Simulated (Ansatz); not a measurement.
One change: `CN(C)[Si]Br` becomes `CN(C)BN`.

Ansatz, PBE0-D4/def2-TZVP geometries, multiplicity 1. Each molecule was computed in one conformer, which needn't be the lowest.

Scalar relativity is left out up to krypton. Spin–orbit coupling is left out; it splits and shifts lone-pair levels of the heavy atoms by tenths of an eV.

| property | `CN(C)[Si]Br` |
| --- | --- |
| ideal-gas entropy at 298 K and 1 bar (rigid rotor, harmonic PBE0-D4/def2-TZVP) / J/(mol·K) | 354 |
| LUMO energy (B3LYP/def2-TZVPP) / eV | -1.75 |
| HOMO–LUMO gap (ωB97M-V/def2-TZVPP) / eV | 9.30 |
| HOMO energy (ωB97M-V/def2-TZVPP) / eV | -8.97 |
| LUMO energy (ωB97M-V/def2-TZVPP) / eV | 0.33 |
| zero-point energy (PBE0-D4/def2-TZVP) / kJ/mol | 221.3 |

What does the change do to each property? (Estimate.)

The calculation gave: 
| property | `CN(C)BN` | shift |
| --- | --- | --- |
| ideal-gas entropy at 298 K and 1 bar (rigid rotor, harmonic PBE0-D4/def2-TZVP) / J/(mol·K) | 338 | -16 |
| LUMO energy (B3LYP/def2-TZVPP) / eV | 0.71 | 2.46 |
| HOMO–LUMO gap (ωB97M-V/def2-TZVPP) / eV | 10.90 | 1.60 |
| HOMO energy (ωB97M-V/def2-TZVPP) / eV | -8.51 | 0.46 |
| LUMO energy (ωB97M-V/def2-TZVPP) / eV | 2.39 | 2.06 |
| zero-point energy (PBE0-D4/def2-TZVP) / kJ/mol | 322.9 | 101.6 |

With PBE0 the HOMO rises by 0.68 eV and the LUMO rises by 2.63 eV, so the gap widens by about 1.95 eV. PBE moves the HOMO by 0.87 eV and ωB97M-V by 0.46 eV. The zero-point energy changes by 101.6 kJ/mol with +9 modes. Modes under 60 cm⁻¹, often nearly free rotors, make the harmonic entropy too high.

B3LYP here is the variant with VWN-RPA as its local correlation; programs differ in this.
